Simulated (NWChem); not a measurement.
Molecule: C₅H₇F; SMILES FC1=CCCC1

```xyz
13

F     -0.0085    -2.1250    -0.0792
C     -0.0654    -0.7855    -0.0295
C     -1.1850    -0.0383    -0.0540
C     -0.8244     1.4201     0.0980
C      0.7087     1.4407    -0.1593
C      1.2037     0.0052     0.1336
H     -2.2068    -0.4372    -0.1115
H     -1.0739     1.7808     1.1235
H     -1.3745     2.0845    -0.6015
H      1.2374     2.2120     0.4338
H      0.8893     1.6695    -1.2294
H      2.0087    -0.3371    -0.5494
H      1.5964    -0.1127     1.1699
```
Atoms are numbered in this order, from 1.

Computed with NWChem. Pople sets run with spherical d functions. The geometry was optimised at PBE-D3(BJ)/def2-SVP. Static field.

For level Hartree-Fock/def2-SVP:

```
Item                              Value
--------------------------------  -----
isotropic polarisability (bohr³)   49.8
```

Task: Estimate the same quantities for level Hartree-Fock/6-31G*.

Result: The isotropic polarisability (bohr³) is 48.6.
